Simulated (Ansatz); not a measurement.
Total energies of Ga₃O₈H₇, a hydroxylated oxide cluster from Ansatz at PBE0-D4/def2-SVP, gas phase (1 Eh = 27.2114 eV = 2625.5 kJ/mol). The reference geometry is relaxed at PBE-D4/def2-SVP.

```xyz
18

Ga   -1.308   -1.282   -0.163
Ga    1.086   -0.343    1.164
Ga    0.277    1.559   -0.807
O    -2.304   -2.106    1.100
O     0.282    3.340   -0.500
O    -0.026    0.938   -2.493
O    -0.530    0.395    0.475
O     1.880   -0.276    2.771
O    -1.678   -1.251   -1.916
O     0.527   -1.985    0.373
O     1.983    0.710   -0.157
H    -3.230   -2.192    0.810
H    -0.172    3.547    0.338
H    -0.275    1.658   -3.101
H     1.307   -0.609    3.486
H    -1.134   -0.530   -2.326
H     0.549   -2.820    0.878
H     2.765    1.247    0.067
```

```
                 state   geometry  energy (Eh)
      charge 0 singlet  reference  -6378.35752
      charge 1 doublet  reference  -6377.99428
     charge -1 doublet  reference  -6378.34953
free Ga atom (doublet)          –  -1924.30552
 free O atom (triplet)          –    -74.92490
 free H atom (doublet)          –     -0.50029
```

Task: Work out the vertical ionisation energy to the doublet.

Result: E(charge 1 doublet) − E(charge 0 singlet) = -6377.99428 − (-6378.35752) = 0.36324 Eh = 9.88 eV. For comparison, −ε of the highest occupied level is 7.81 eV at this level, 2.07 eV less.

Task: Work out the vertical electron affinity, to the doublet.

Result: E(charge 0 singlet) − E(charge -1 doublet) = -6378.35752 − (-6378.34953) = -0.00799 Eh = -0.22 eV; negative, so the extra electron isn't bound. The basis lacks diffuse functions, which makes affinities too small.

Task: Give the fundamental gap IE − EA, the Mulliken electronegativity (IE + EA)/2 and the hardness (IE − EA)/2.

Result: From the values in Eh: IE − EA = 0.36324 − (-0.00799) = 0.37123 Eh = 10.10 eV; (IE + EA)/2 = 4.83 eV; (IE − EA)/2 = 5.05 eV. The HOMO–LUMO gap of the same run is 6.56 eV, 3.54 eV smaller than the fundamental gap.

Task: What is the binding energy per atom against free atoms?

Result: Atoms: 3 × (-1924.30552) + 8 × (-74.92490) + 7 × (-0.50029) = -6375.81779 Eh. Binding: -6375.81779 − (-6378.35752) = 2.53973 Eh = 69.11 eV, or 3.84 eV for each of 18 atoms (no zero-point energy, no counterpoise term).

At PBE0-D4/def2-SVP the highest occupied level of the charge -1 doublet lies above zero (up to 1.72 eV). Energy differences disagree on whether the electron is bound (positive means bound): -0.22 eV (vertical, to the charge 0 singlet, at PBE0-D4/def2-SVP), but 0.07 eV at PBE-D4/def2-SVP.
